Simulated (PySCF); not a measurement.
**Broadened absorption spectrum of C8H10O**

Species: C8H10O.
Bonds: C1–C2 (double), C2–C3, C3–C4, C4–C5 (triple), C5–C6, C6–C7, C7–C8, C7–O9 (double). Hydrogens: H10, H11 on C1; H12 on C2; H13, H14 on C3; H15, H16 on C6; H17, H18, H19 on C8.

Method: PySCF 2.14.0, density-fitted response routines, TDDFT PBE0/def2-SVPD, vertical, gas phase, core orbitals frozen in the response. Isolated species at its PBE0-D3(BJ)/def2-SVP geometry (one conformer only). Torsions of this conformer, `[CH2:1]=[CH:2][CH2:3][C:4]#[C:5][CH2:6][C:7]([CH3:8])=[O:9]`: C1–C2–C3–C4 121°, C5–C6–C7–C8 -28°.

Computed states:

```tsv
state	E (eV)	f
S1	4.43	0.0007
S2	5.83	0.0050
S3	6.05	0.068
S4	6.19	0.0023
S5	6.23	0.0007
S6	6.50	0.0052
S7	6.67	0.0013
S8	6.73	0.016
S9	6.81	0.0016
S10	6.94	0.0034
```

Broadening: Gaussians 0.3 eV wide at half height, area fixed by f = 4.319×10⁻⁹ ∫ε dν̃. The cross-section is σ = 3.8235×10⁻²¹ ε cm², given in Mb (10⁻¹⁸ cm²). The width is an assumption, not a result. The curve ends short of the highest state used, and states not computed would add to its high-energy end.

Question: What does the envelope look like, and where are its maxima?

Answer: 
| E (eV) | σ (Mb) |
| --- | --- |
| 3.98 | 0.00 |
| 4.05 | 0.00 |
| 4.12 | 0.01 |
| 4.19 | 0.04 |
| 4.25 | 0.09 |
| 4.32 | 0.16 |
| 4.39 | 0.23 |
| 4.46 | 0.24 |
| 4.52 | 0.19 |
| 4.59 | 0.11 |
| 4.66 | 0.05 |
| 4.73 | 0.02 |
| 4.79 | 0.00 |
| 4.86 | 0.00 |
| 4.93 | 0.00 |
| 5.00 | 0.00 |
| 5.06 | 0.00 |
| 5.13 | 0.00 |
| 5.20 | 0.00 |
| 5.27 | 0.00 |
| 5.33 | 0.00 |
| 5.40 | 0.01 |
| 5.47 | 0.03 |
| 5.54 | 0.13 |
| 5.60 | 0.36 |
| 5.67 | 1.01 |
| 5.74 | 2.47 |
| 5.80 | 4.94 |
| 5.87 | 10.05 |
| 5.94 | 17.13 |
| 6.01 | 23.04 |
| 6.07 | 23.99 |
| 6.14 | 19.43 |
| 6.21 | 12.01 |
| 6.28 | 5.99 |
| 6.34 | 3.28 |

Maxima: 280 nm (4.43 eV), ε about 63, made up of S1 (100%); 205 nm (6.05 eV), ε about 6300, made up of S3 (96%) (ε in L mol⁻¹ cm⁻¹; maxima over ε = 5, shares over 10%).

Question: Does any computed singlet lie in the visible range?

Answer: No computed singlet lies in the visible range (380 to 750 nm); the lowest, at 280 nm, stands 1.17 eV above its violet end (3.26 eV).

Question: Coming from long wavelengths, where does ε first pass 100 L mol⁻¹ cm⁻¹?

Answer: At about 221 nm (5.60 eV), 1.17 eV above S1.

Question: On this curve, what absorbance would a 10⁻⁴ mol/L sample give at 222 nm over a 1 cm path?

Answer: 222 nm is 5.585 eV, where ε is about 74 L mol⁻¹ cm⁻¹, so A = ε c l ≈ 0.0074 (Beer–Lambert, with the gas-phase spectrum and the assumed width).

The vertical ionisation energy (ΔSCF) is 8.88 eV, 1.93 eV above S10.

Time: 5.4 min wall; peak memory 1.1 GiB. Hardware: one thread of an AMD EPYC 7R13, no GPU, shared host with 128 logical CPUs at a one-minute load of 48.
